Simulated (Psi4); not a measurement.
C$_{4}$H$_{5}$ (SMILES C1=CC[CH-]1), charge -1, singlet, at a GFN2-xTB geometry (a gas-phase anion, which may not be bound at this level); BLYP/6-31G* run with Psi4.

Input for Psi4:
```
memory 2 GB

molecule {
-1 1
C    -0.00335947   -0.71313637    0.73014498
C     0.05807930    0.67991703    0.79159473
C    -0.05867858   -0.80712934   -0.66134835
C     0.00338121    0.71775244   -0.73487114
H    -0.00697050   -1.47967539    1.51496629
H    -0.48704778    1.36116449    1.45853372
H     0.48642934   -1.49244489   -1.32412223
H     0.89376966    1.13784104   -1.23176299
H    -0.88271553    1.20869220   -1.17073608
}

set {
  basis 6-31g*
  scf_type pk
  puream true
  d_convergence 1e-8
  dft_radial_points 99
  dft_spherical_points 590
}

energy('blyp')
print_variables()
```

Output, abridged:

```
   => Loading Basis Set <=

    Name: 6-31G*
    Role: ORBITAL
    Keyword: BASIS

         ---------------------------------------------------------
                                   SCF
               by Justin Turney, Rob Parrish, Andy Simmonett
                          and Daniel G. A. Smith
                              RKS Reference
         ---------------------------------------------------------

  ==> Geometry <==

    Molecular point group: c1
    Full point group: C1

    Geometry (in Angstrom), charge = -1, multiplicity = 1:

       Center              X                  Y                   Z               Mass
    ------------   -----------------  -----------------  -----------------  -----------------
         C           -0.003294646631    -0.699376310600     0.716056735721    12.000000000000
         C            0.058144123369     0.693677089400     0.777506485721    12.000000000000
         C           -0.058613756631    -0.793369280600    -0.675436594279    12.000000000000
         C            0.003446033369     0.731512499400    -0.748959384279    12.000000000000
         H           -0.006905676631    -1.465915330600     1.500878045721     1.007825032230
         H           -0.486982956631     1.374924549400     1.444445475721     1.007825032230
         H            0.486494163369    -1.478684830600    -1.338210474279     1.007825032230
         H            0.893834483369     1.151601099400    -1.245851234279     1.007825032230
         H           -0.882650706631     1.222452259400    -1.184824324279     1.007825032230

  Running in c1 symmetry.

  Rotational constants: A =      0.46706  B =      0.44714  C =      0.24250 [cm^-1]
  Rotational constants: A =  14001.96945  B =  13404.95169  C =   7269.92894 [MHz]
  Nuclear repulsion =  106.247372954653699

  Charge       = -1
  Multiplicity = 1
  Electrons    = 30
  Nalpha       = 15
  Nbeta        = 15

  ==> Algorithm <==

  SCF Algorithm Type is PK.
  DIIS enabled.
  MOM disabled.
  Fractional occupation disabled.
  Guess Type is SAD.
  Energy threshold   = 1.00e-06
  Density threshold  = 1.00e-08
  Integral threshold = 1.00e-12

  ==> Primary Basis <==

  Basis Set: 6-31G*
    Blend: 6-31G*
    Number of shells: 34
    Number of basis functions: 66
    Number of Cartesian functions: 70
    Spherical Harmonics?: true
    Max angular momentum: 2

  ==> DFT Potential <==

   => LibXC <=

    Version 7.1.2
    S. Lehtola, C. Steigemann, M. J. T. Oliveira, and M. A. L. Marques,  SoftwareX 7, 1–5 (2018) (10.1016/j.softx.2017.11.002)

   => Composite Functional: BLYP <=

    BLYP GGA Exchange-Correlation Functional

    P.J. Stephens et. al., J. Phys. Chem., 98, 11623-11627, 1994
    B. Miehlich et. al., Chem. Phys. Lett., 157(3), 200-206 1989

    Deriv               =              1
    GGA                 =           TRUE
    Meta                =          FALSE

    Exchange Hybrid     =          FALSE
    MP2 Hybrid          =          FALSE

   => Exchange Functionals <=

    1.0000     XC_GGA_X_B88

   => Correlation Functionals <=

    1.0000     XC_GGA_C_LYP

   => LibXC Density Thresholds  <==

    XC_GGA_C_LYP:  1.00E-14
    XC_GGA_X_B88:  1.00E-15

   => Molecular Quadrature <=

    Radial Scheme          =       TREUTLER
    Pruning Scheme         =           NONE
    Nuclear Scheme         =       TREUTLER

    Blocking Scheme        =         OCTREE
    BS radius alpha        =              1
    Pruning alpha          =              1
    Radial Points          =             99
    Spherical Points       =            590
    Total Points           =         492380
    Total Blocks           =           3549
    Max Points             =            256
    Max Functions          =             66
    Weights Tolerance      =       1.00E-15

  ==> Integral Setup <==

  Using in-core PK algorithm.
   Calculation information:
      Number of atoms:                   9
      Number of AO shells:              34
      Number of primitives:             80
      Number of atomic orbitals:        70
      Number of basis functions:        66

      Integral cutoff                 1.00e-12
      Number of threads:                 1

  Performing in-core PK
  Using 4890732 doubles for integral storage.
  We computed 175858 shell quartets total.
  Whereas there are 177310 unique shell quartets.

  ==> DiskJK: Disk-Based J/K Matrices <==

    J tasked:                  Yes
    K tasked:                   No
    wK tasked:                  No
    Schwarz Cutoff:          1E-12

  Minimum eigenvalue in the overlap matrix is 1.7902468752E-03.
  Reciprocal condition number of the overlap matrix is 3.2567477170E-04.
    Using symmetric orthogonalization.

  ==> Pre-Iterations <==

  SCF Guess: Superposition of Atomic Densities via on-the-fly atomic UHF (no occupation information).

   -------------------------
    Irrep   Nso     Nmo
   -------------------------
     A         66      66
   -------------------------
    Total      66      66
   -------------------------

  ==> Iterations <==

                        Total Energy        Delta E     RMS |[F,P]|

   @RKS iter SAD:  -154.88607236436007   -1.54886e+02   0.00000e+00
   @RKS iter   1:  -154.52766932921898    3.58403e-01   1.59321e-02 ADIIS/DIIS
   @RKS iter   2:  -153.06556378063883    1.46211e+00   2.83377e-02 ADIIS/DIIS
   @RKS iter   3:  -155.19316389638982   -2.12760e+00   1.69625e-03 ADIIS/DIIS
   @RKS iter   4:  -155.19915146262721   -5.98757e-03   6.29463e-04 ADIIS/DIIS
   @RKS iter   5:  -155.19986042680199   -7.08964e-04   3.24264e-04 ADIIS/DIIS
   @RKS iter   6:  -155.20008918677834   -2.28760e-04   7.48354e-05 DIIS
   @RKS iter   7:  -155.20009955578257   -1.03690e-05   3.61380e-05 DIIS
   @RKS iter   8:  -155.20010270304996   -3.14727e-06   2.89386e-06 DIIS
   @RKS iter   9:  -155.20010272319263   -2.01427e-08   5.38300e-07 DIIS
   @RKS iter  10:  -155.20010272394092   -7.48287e-10   8.19193e-08 DIIS
   @RKS iter  11:  -155.20010272395865   -1.77351e-11   1.72148e-08 DIIS
   @RKS iter  12:  -155.20010272395834    3.12639e-13   1.84458e-08 DIIS
   @RKS iter  13:  -155.20010272395945   -1.10845e-12   4.83943e-10 DIIS
  Energy and wave function converged.

  ==> Post-Iterations <==

   Electrons on quadrature grid:
      Ntotal   =   30.0000019408 ; deviation = 1.941e-06

    Orbital Energies [Eh]
    ---------------------

    Doubly Occupied:

       1A     -9.683129     2A     -9.665879     3A     -9.632590
       4A     -9.632585     5A     -0.511314     6A     -0.337170
       7A     -0.292926     8A     -0.216011     9A     -0.175836
      10A     -0.142828    11A     -0.069742    12A     -0.040218
      13A     -0.027651    14A      0.031507    15A      0.136019

    Virtual:

      16A      0.258420    17A      0.301472    18A      0.325931
      19A      0.327120    20A      0.349212    21A      0.366700
      22A      0.412982    23A      0.421357    24A      0.534438
      25A      0.630760    26A      0.685710    27A      0.754997
      28A      0.758950    29A      0.767041    30A      0.779133
      31A      0.837839    32A      0.847254    33A      0.848191
      34A      0.861960    35A      0.938029    36A      0.967841
      37A      1.003992    38A      1.017813    39A      1.025003
      40A      1.077023    41A      1.114013    42A      1.184023
      43A      1.222423    44A      1.277465    45A      1.313488
      46A      1.555684    47A      1.657587    48A      1.694393
      49A      1.766033    50A      1.946512    51A      1.968883
      52A      2.099236    53A      2.157653    54A      2.223323
      55A      2.230756    56A      2.376566    57A      2.382209
      58A      2.439655    59A      2.442109    60A      2.558360
      61A      2.620844    62A      2.727242    63A      2.777431
      64A      2.792769    65A      3.049491    66A      3.098869

    Final Occupation by Irrep:
              A
    DOCC [    15 ]
    NA   [    15 ]
    NB   [    15 ]

  @RKS Final Energy:  -155.20010272395945

   => Energetics <=

    Nuclear Repulsion Energy =            106.2473729546536987
    One-Electron Energy =                -425.3022038886838345
    Two-Electron Energy =                 187.5924729206272445
    DFT Exchange-Correlation Energy =     -23.7377447105565587
    Empirical Dispersion Energy =           0.0000000000000000
    VV10 Nonlocal Energy =                  0.0000000000000000
    Total Energy =                       -155.2001027239594464

Computation Completed

Properties will be evaluated at   0.000000,   0.000000,   0.000000 [a0]

Properties computed using the SCF density matrix

 Multipole Moments:

 ------------------------------------------------------------------------------------
     Multipole            Electronic (a.u.)      Nuclear  (a.u.)        Total (a.u.)
 ------------------------------------------------------------------------------------

 L = 1.  Multiply by 2.5417464519 to convert [e a0] to [Debye]
 Dipole X            :         -0.0031199            0.0035524            0.0004324
 Dipole Y            :         -0.6622831            0.7540796            0.0917965
 Dipole Z            :          0.6780789           -0.7720647           -0.0939859
 Magnitude           :                                                    0.1313778

 ------------------------------------------------------------------------------------

  Variable Map:
  ----------------------------------------------------------------------------
  "CURRENT ENERGY"              =>    -155.200102723959
  "CURRENT REFERENCE ENERGY"    =>    -155.200102723959
  "DD SOLVATION ENERGY"         =>       0.000000000000
  "DFT FUNCTIONAL TOTAL ENERGY" =>    -155.200102723959
  "DFT TOTAL ENERGY"            =>    -155.200102723959
  "DFT VV10 ENERGY"             =>       0.000000000000
  "DFT XC ENERGY"               =>     -23.737744710557
  "GRID ELECTRONS ALPHA"        =>      15.000000970413
  "GRID ELECTRONS BETA"         =>      15.000000970413
  "GRID ELECTRONS TOTAL"        =>      30.000001940826
  "NUCLEAR REPULSION ENERGY"    =>     106.247372954654
  "ONE-ELECTRON ENERGY"         =>    -425.302203888684
  "PCM POLARIZATION ENERGY"     =>       0.000000000000
  "PE ENERGY"                   =>       0.000000000000
  "SCF ITERATION ENERGY"        =>    -155.200102723959
  "SCF ITERATIONS"              =>      13.000000000000
  "SCF TOTAL ENERGY"            =>    -155.200102723959
  "TWO-ELECTRON ENERGY"         =>     187.592472920627
  "XC GRID RADIAL POINTS"       =>      99.000000000000
  "XC GRID SPHERICAL POINTS"    =>     590.000000000000
  "XC GRID TOTAL POINTS"        =>  492380.000000000000

  Array Variable Map:
  ----------------------------------------------------------------------------
  "CURRENT DIPOLE"              =>       0.000432436679 ... -0.093985862287 1 by 3
  "SCF DIPOLE"                  =>       0.000432436679 ... -0.093985862287 1 by 3
  "SCF TOTAL ENERGIES"          =>    -154.886072364360 ... -155.200102723959 1 by 14
```
